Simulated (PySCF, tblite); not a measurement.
Isomers of C3H13NSSi2. All values are computed: GFN2-xTB (tblite) harmonic vibrations without scaling, gas phase. Errors from tens to a few hundred cm⁻¹ against measured bands are possible. Modes of hydrogen on silicon and sulfur can be 10 to 20 % off. One conformer each.

Electronic energies: PBE0/pcSseg-1 single points on the GFN2-xTB geometries (PySCF, gas phase).

```csv
SMILES,"electronic energy, lowest = 0 (kcal/mol)"
CN(CC[SiH3])[SiH2]S,45.0
CN[SiH2]S[C@H](C)[SiH3],46.3
CC[Si@H](C)S[SiH2]N,0.0
CN[SiH2]S[SiH](C)C,2.8
```

Task: How do GFN2-xTB zero-point energies change the relative energies?

Result: 
| SMILES | ZPE (kcal/mol) | of it from modes above 1550 cm⁻¹ | electronic (kcal/mol) | with ZPE, lowest = 0 (kcal/mol) | lowest mode (cm⁻¹) | rings |
| --- | --- | --- | --- | --- | --- | --- |
| CC[Si@H](C)S[SiH2]N | 96.9 | 54.2 | 0.0 | 0.0 | 28 | 0 |
| CN[SiH2]S[SiH](C)C | 96.8 | 53.6 | 2.8 | 2.7 | 22 | 0 |
| CN(CC[SiH3])[SiH2]S | 93.3 | 49.4 | 45.0 | 41.4 | 40 | 0 |
| CN[SiH2]S[C@H](C)[SiH3] | 94.3 | 50.9 | 46.3 | 43.6 | 29 | 0 |

The zero-point energies span 3.6 kcal/mol, from `CN(CC[SiH3])[SiH2]S` to `CC[Si@H](C)S[SiH2]N`. The order is unchanged.

Task: And how do the electronic energies of GFN2-xTB itself compare?

Result: `CC[Si@H](C)S[SiH2]N` 0.0; `CN[SiH2]S[SiH](C)C` 1.0; `CN(CC[SiH3])[SiH2]S` 5.6; `CN[SiH2]S[C@H](C)[SiH3]` 13.2 kcal/mol, lowest = 0. Against the energies above, taken from the same isomer `CC[Si@H](C)S[SiH2]N`, the largest difference is 39.4 kcal/mol.

Task: What do entropy and thermal enthalpy add at 298.15 K and 1 bar (rigid rotor, harmonic oscillator, one conformer each)?

Result: 
```tsv
SMILES	point group	symmetry number	S (cal/(mol K))	H − H(0) (kcal/mol)	ZPE + H − H(0) − TS (kcal/mol)
CC[Si@H](C)S[SiH2]N	C1	1	116.2	8.88	71.2
CN(CC[SiH3])[SiH2]S	C1	1	110.6	8.28	68.6
CN[SiH2]S[C@H](C)[SiH3]	C1	1	113.3	8.59	69.1
```

Not tabulated: `CN[SiH2]S[SiH](C)C` (lowest mode only 22 cm⁻¹).
